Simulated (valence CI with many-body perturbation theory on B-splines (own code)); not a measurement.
## Tl8+: key properties

Level of theory: configuration interaction combined with many-body perturbation theory (CI+MBPT): five valence electrons over a frozen Dirac-Fock core [Xe] 4f14, a basis of 7 s, 7 p, 8 d, 6 f, 4 g, 1 h functions for each j, with the one-electron correlation potential Σ1, the two-electron term Σ2, the three-electron term Σ3, Breit, model QED; selected CI, second order for the rest (own B-spline code, finite nucleus).

No measured levels were compared; by estimate terms of the open shell hold to 2 to 4 % of their energy, and close levels can change places; different configurations can be misplaced against each other by 1,000 to 8,000 cm⁻¹. Among the levels kept, up to 520 cm⁻¹ of a level comes from second order outside the variational space, and about a tenth of that is noise between levels of different J, which matters for small intervals. Only levels of the ground parity were solved; by the run's estimate the other parity begins above the list, which can be wrong where configurations are misplaced.

Levels are named by their leading jj configuration (3d3/2^4 stands for four electrons in 3d with j = 3/2), which in mixed levels can hold well under half, so a name can repeat and another be missing.

Rates and lifetimes use the calculated energies. Strong lines usually hold to 10 to 20 %, long lifetimes can be off by a factor of two.

(1) What is the ground level?

(2) What is the ionisation energy?

(3) How well does LS coupling describe the low levels?

Answers

(1) (5d3/2^4 5d5/2) J=5/2, composition 64 % 5d⁵ ⁶S + 24 % 5d⁵ ⁴P + 5 % 5d⁵ ²D, g = 1.806.

(2) 136.45 eV; NIST lists 135 ± 2.2 eV (theoretical).

(3) Among the lowest 20 levels the leading LS term, summed over configurations, holds 52 % on average. For single configurations the figures are 51 % in LS and 74 % in jj coupling. Terms mix most in the J = 5/2 level at 2.428 eV, where the leading one holds 26 %.
